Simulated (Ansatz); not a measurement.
Ansatz (a quantum-chemistry and plane-wave program) input for BCl2, SMILES Cl[B]Cl, multiplicity 2, PBE0-D3(BJ)/def2-TZVP. 

Ansatz 0.2 input:
```yaml
crystal:
  periodic: [false, false, false]
  atoms:
    - {symbol: Cl, position_ang: [0.00000000, -1.48421828, 0.10511862]}
    - {symbol: B, position_ang: [0.00000000, 0.00000000, -0.71480664]}
    - {symbol: Cl, position_ang: [-0.00000000, 1.48421828, 0.10511862]}
basis:
  gaussian:
    orbitals: def2-TZVP
hamiltonian:
  xc: pbe0
  dispersion: d3bj
magnetization: {spin_polarized: true, initial_magnetization: 1}
relax: {f_tol: 0.002, max_steps: 200}
```

Program output:

```
WARN ansatz: RAYON_NUM_THREADS=1 ignored (pool sized by the plan → 1); use --threads N
Functional definition: PBE0
integrals: 0.03 GiB planned
705 factors; their error is unknown
mean field: 0.40 GiB planned
mean field evaluation 1: about -25712.6764 eV, gradient 9.9e0 eV
mean field evaluation 2: about -25712.7551 eV, gradient 1.0e1 eV
mean field evaluation 4: about -25713.3076 eV, gradient 7.4e-1 eV
mean field evaluation 8: about -25713.3886 eV, gradient 9.1e-2 eV
mean field evaluation 16: about -25713.3886 eV, gradient 6.1e-5 eV
mean field -25713.38860493 eV, -944.9496020703 hartree, gradient 6.1e-5 eV, S^2 0.753259; 0 other end points of the search recorded, 0 dependent functions left out
the calculation of the forces begins
reference -25713.38862974 eV, -944.9496029821 hartree; 20, 19 occupied and 85, 86 virtual orbitals, 705 factors
relax step   1: F+E_penalty+E_count = -25713.44960573 eV  Δ(F+E_penalty+E_count) = +0.000e0 eV  max|allowed force component| = 7.961e-1 eV/Å  Δτ_max = 0.0000 Å  (29 SCF iters, accepted)
these checks for a lower state are left out or cut short: starts, cluster_reference, orbital_swaps, neighbouring_geometries, increment
integrals: 0.03 GiB planned
705 factors; their error is unknown
mean field: 0.40 GiB planned
mean field -25713.41355211 eV, -944.9505188624 hartree, gradient 1.6e-5 eV, S^2 0.753285; 0 other end points of the search recorded, 0 dependent functions left out
the calculation of the forces begins
reference -25713.41357699 eV, -944.9505197765 hartree; 20, 19 occupied and 85, 86 virtual orbitals, 705 factors
relax step   2: F+E_penalty+E_count = -25713.47419809 eV  Δ(F+E_penalty+E_count) = -2.459e-2 eV  max|allowed force component| = 3.278e-1 eV/Å  Δτ_max = 0.0299 Å  (31 SCF iters, accepted)
these checks for a lower state are left out or cut short: starts, cluster_reference, orbital_swaps, neighbouring_geometries, increment
integrals: 0.03 GiB planned
705 factors; their error is unknown
mean field: 0.40 GiB planned
mean field evaluation 32: about -25713.4182 eV, gradient 1.0e-5 eV
mean field -25713.41820194 eV, -944.9506897405 hartree, gradient 1.0e-5 eV, S^2 0.753310; 0 other end points of the search recorded, 0 dependent functions left out
the calculation of the forces begins
reference -25713.41822686 eV, -944.9506906561 hartree; 20, 19 occupied and 85, 86 virtual orbitals, 705 factors
relax step   3: F+E_penalty+E_count = -25713.47864165 eV  Δ(F+E_penalty+E_count) = -4.444e-3 eV  max|allowed force component| = 5.623e-2 eV/Å  Δτ_max = 0.0158 Å  (32 SCF iters, accepted)
these checks for a lower state are left out or cut short: starts, cluster_reference, orbital_swaps, neighbouring_geometries, increment
integrals: 0.03 GiB planned
705 factors; their error is unknown
mean field: 0.40 GiB planned
mean field -25713.41831464 eV, -944.9506938821 hartree, gradient 2.5e-5 eV, S^2 0.753316; 0 other end points of the search recorded, 0 dependent functions left out
the calculation of the forces begins
reference -25713.41833955 eV, -944.9506947976 hartree; 20, 19 occupied and 85, 86 virtual orbitals, 705 factors
relax step   4: F+E_penalty+E_count = -25713.47875611 eV  Δ(F+E_penalty+E_count) = -1.145e-4 eV  max|allowed force component| = 1.156e-3 eV/Å  Δτ_max = 0.0029 Å  (26 SCF iters, accepted)
integrals: 0.03 GiB planned
705 factors; their error is unknown
mean field: 0.40 GiB planned
mean field -25713.41831464 eV, -944.9506938821 hartree, gradient 2.5e-5 eV, S^2 0.753316; 1 other end points of the search recorded, 0 dependent functions left out
the calculation of the forces begins
reference -25713.41833955 eV, -944.9506947976 hartree; 20, 19 occupied and 85, 86 virtual orbitals, 705 factors
Total energy: -25713.47878102 eV, -944.9529159807 hartree
Atom 0 at     0.000000    -1.528131     0.094787 Å, force    -0.000000     0.000342    -0.000578 eV/Å
Atom 1 at    -0.000000    -0.000000    -0.694143 Å, force    -0.000000    -0.000000     0.001156 eV/Å
Atom 2 at     0.000000     1.528131     0.094787 Å, force    -0.000000    -0.000342    -0.000578 eV/Å
Dipole moment:    -0.000000     0.000000     0.064757 e Å
```

The calculation finished and met its thresholds.

Cost: around 8 core-seconds (rough).
